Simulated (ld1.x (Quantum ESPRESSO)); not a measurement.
Reading a pseudo-wave (aluminium (Al))

Columns: radius, all-electron u(r) and pseudo u(r) of the 3s shell (level -7.72 eV) of aluminium in the configuration [Ne] 3s2 3p1; revPBE, scalar-relativistic, TM scheme, ld1.x (Quantum ESPRESSO) 7.5.

| r (bohr) | all-electron | pseudo |
| --- | --- | --- |
| 0.120 | 0.0836 | 0.0250 |
| 0.240 | -0.1518 | 0.0509 |
| 0.360 | -0.2787 | 0.0787 |
| 0.480 | -0.2798 | 0.1094 |
| 0.600 | -0.2016 | 0.1441 |
| 0.720 | -0.0848 | 0.1839 |
| 0.840 | 0.0440 | 0.2299 |
| 0.960 | 0.1692 | 0.2825 |
| 1.080 | 0.2826 | 0.3415 |
| 1.200 | 0.3807 | 0.4051 |
| 1.320 | 0.4626 | 0.4695 |
| 1.440 | 0.5288 | 0.5299 |
| 1.560 | 0.5811 | 0.5812 |
| 1.680 | 0.6207 | 0.6207 |
| 1.800 | 0.6486 | 0.6486 |
| 1.920 | 0.6659 | 0.6659 |
| 2.040 | 0.6740 | 0.6740 |
| 2.160 | 0.6741 | 0.6741 |
| 2.280 | 0.6675 | 0.6675 |
| 2.400 | 0.6554 | 0.6554 |
| 2.520 | 0.6389 | 0.6389 |
| 2.640 | 0.6189 | 0.6189 |
| 2.760 | 0.5962 | 0.5962 |
| 2.880 | 0.5716 | 0.5716 |
| 3.000 | 0.5457 | 0.5457 |
| 3.120 | 0.5189 | 0.5189 |

How many radial nodes do the two functions have?

The all-electron 3s function has n − l − 1 = 2; the pseudo-wave has 0, since the states of the same l below it are removed with the core.

At about which radius was the pseudo-wave matched?

1.65 bohr, where the columns begin to agree (steps of 0.12 bohr).

Is the pseudo-wave norm-conserving?

Yes: the TM scheme keeps the norm inside the radius equal to the all-electron one, which fixes the energy derivative of the logarithmic derivative at the level.
